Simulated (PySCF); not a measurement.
# Adding and removing an electron: TlB

UHF-CCSD; Tl def2-SVPD with ECP60, B def2-SVPD; scalar-relativistic core potentials (PySCF 2.14). Neutral (UHF): triplet (σ ↑, π ↑), Re = 2.501 Å, ωe = 347 cm⁻¹, De = 1.26 eV.

TlB⁺ (UHF): doublet (σ ↑), Re = 3.177 Å, ωe = 155 cm⁻¹. The energies at the minima are -196.18748 hartree for TlB and -195.96598 for TlB⁺.

Question: Work out the adiabatic ionisation energy, without and with harmonic zero-point energies (1 hartree = 27.2114 eV, 1 eV = 8065.5 cm⁻¹), and the change of the bond length.

Answer: At UHF-CCSD: 0.22150 hartree = 6.027 eV between the minima; the zero-point term (155.0 − 347.0)/2 cm⁻¹ = -0.012 eV makes it 6.015 eV. Re changes by +67.6 pm against the neutral. The electron leaves a π orbital, and the ion is left as a loose complex of an ion and an atom.

Correlated steps freeze 5 core orbitals. Correlated levels converge slowly with the basis: in double zeta they bind strong bonds too weakly, by up to about 1 eV, and carry superposition errors of some tenths. Spin–orbit coupling is left out, which matters for elements this heavy, above all for dissociation energies. States were picked by a PBE0 search and need not be the measured ground states.
